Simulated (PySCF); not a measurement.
## Optical rotation: `Br[Si@@H]1[C@H](F)C1`, C₂H₄BrFSi

Molfile (atoms numbered from 1):
```
C2H4BrFSi
     RDKit          3D

  9  9  0  0  0  0  0  0  0  0999 V2000
   -0.6415    1.0979   -1.5660 F   0  0  0  0  0  0  0  0  0  0  0  0
   -0.3961   -0.0665   -0.8884 C   0  0  2  0  0  0  0  0  0  0  0  0
   -0.7858   -0.0524    0.6018 C   0  0  0  0  0  0  0  0  0  0  0  0
    1.0616   -0.2184    0.3072 Si  0  0  2  0  0  4  0  0  0  0  0  0
    2.3014    1.5654    0.6773 Br  0  0  0  0  0  0  0  0  0  0  0  0
   -0.7581   -0.8959   -1.4876 H   0  0  0  0  0  0  0  0  0  0  0  0
   -1.1779    0.8964    0.9458 H   0  0  0  0  0  0  0  0  0  0  0  0
   -1.3976   -0.8787    0.9348 H   0  0  0  0  0  0  0  0  0  0  0  0
    1.8075   -1.4419    0.4499 H   0  0  0  0  0  0  0  0  0  0  0  0
  1  2  1  0
  2  3  1  0
  3  4  1  0
  4  5  1  0
  4  2  1  0
  2  6  1  6
  3  7  1  0
  3  8  1  0
  4  9  1  6
M  END
```

The calculation used PySCF, TDDFT B3LYP/def2-SVPD circular dichroism and optical rotation, one conformer, gas phase. Geometry: GFN2-xTB.

The calculation is non-relativistic, which matters for the atoms heavier than Zn. States above about 7.0 eV (minus the energy of the highest occupied orbital) lie near or above the ionisation threshold and depend on the basis. Singlets 11 and 12 lie within 0.01 eV of each other, so their separate moments and overlaps can depend on how they mix.

Stereocentres: C2 S, Si4 S.

(1) What is the specific rotation at 633, 589.3, 546, 436, 405, 365, 355 nm?

(2) And for the mirror image at 589.3 nm?

(3) What is the molar rotation [Φ] = [α]·M/100 of the geometry above at 589.3 nm?

Answers

(1) [α] in deg dm⁻¹ (g/mL)⁻¹:
```
λ (nm)  origin-invariant length gauge  modified velocity gauge  length gauge (centre of mass)  isotropic polarisability (au)
   633                         +102.0                    +76.9                         +104.2                           74.8
 589.3                         +120.6                    +90.8                         +123.2                           75.1
   546                         +144.8                   +108.9                         +147.8                           75.6
   436                         +258.4                   +192.5                         +263.3                           77.5
   405                         +318.1                   +235.7                         +323.9                           78.4
   365                         +436.8                   +319.7                         +443.9                           80.0
   355                         +478.3                   +348.4                         +485.8                           80.5
```

(2) -120.6 deg dm⁻¹ (g/mL)⁻¹ (origin-invariant length gauge): the same size and the opposite sign.

(3) With M = 155.04 g/mol, +187.0 deg cm² dmol⁻¹ (origin-invariant length gauge).

The first excitation lies at 4.96 eV (250 nm) with R = -0.3 × 10⁻⁴⁰ esu² cm² (velocity form).
